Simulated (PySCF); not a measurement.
Static response to an electric field

Species: C3H12N2Si2.
Geometry (GFN2-xTB, Å), atoms numbered from 1 in this order:
```xyz
19
C3H12N2Si2 angstrom
C     -1.541    0.078    1.104
C     -0.911   -0.608   -0.113
C     -1.724   -0.314   -1.371
N      0.454   -0.202   -0.292
Si     1.929   -0.834    0.387
N      2.627    0.572   -0.356
Si     1.147    1.240   -0.983
H     -0.952   -0.136    1.992
H     -2.558   -0.273    1.261
H     -1.555    1.154    0.949
H     -0.916   -1.693    0.065
H     -1.263   -0.793   -2.231
H     -2.743   -0.680   -1.266
H     -1.750    0.759   -1.547
H      2.015   -0.835    1.848
H      2.316   -2.118   -0.194
H      3.575    0.891   -0.415
H      0.759    2.505   -0.357
H      1.081    1.297   -2.443
```

Level: B3LYP/def2-SVPD (PySCF), static field, nuclei fixed, core orbitals frozen in the response. The polarisability tensor in these axes (au):

```
x   105.40  -0.51   1.50
y    -0.51  95.90  -6.08
z     1.50  -6.08  95.01
```

Task: Diagonalise the tensor; give its mean and Δα, where Δα² is half the sum of the squared differences of the eigenvalues.

Result: Principal values 89.33, 101.10 and 105.88 au; mean 98.77 au = 14.64 Å³ = 16.28 × 10⁻⁴⁰ C²·m²/J; Δα = 14.75 au (15 % of the mean).

Task: What is the dipole moment?

Result: 0.10 D at this geometry.

Task: Directions of the eigenvectors, and the extent of the frame along each?

Result: Largest value along (0.95, -0.19, 0.24), where the nuclei span 5.91 Å; middle along (0.30, 0.71, -0.63), 4.57 Å; least along (-0.05, 0.68, 0.74), 3.67 Å. The response follows the extents in order.

Task: Estimate the molar refractivity from the static electronic polarisability.

Result: Lorentz–Lorenz: R = (4π/3)N_A α = 2.5225 cm³/(mol·Å³) × 14.64 Å³ = 36.9 cm³/mol, in the limit of long wavelengths.

Task: Rayleigh depolarisation ratio (linearly polarised light, static tensor)?

Result: ρ = 3Δα²/(45ᾱ² + 4Δα²) = 653.1/(438989 + 870.8) = 0.00148.

Task: Sum over states: ᾱ = Σ f/ω², ω in Eh. What share falls to these 8 lowest TDDFT singlets (eV, f)? 4.57, 0.0074; 5.25, 0.0024; 5.73, 0.0011; 5.95, 0.0024; 6.31, 0.0008; 6.44, 0.0059; 6.45, 0.0026; 6.67, 0.0007.

Result: They add up to 0.58 au, 0.6 % of the 98.77 au; the largest single term is 0.26 au, from the state at 4.57 eV. Terms in order: 0.26, 0.06, 0.03, 0.05, 0.02, 0.11, 0.05, 0.01 au. Higher excitations give the rest. The strengths listed sum to 0.023.

The structure is a single GFN2-xTB conformer in the gas phase; no vibrational or solvent corrections.
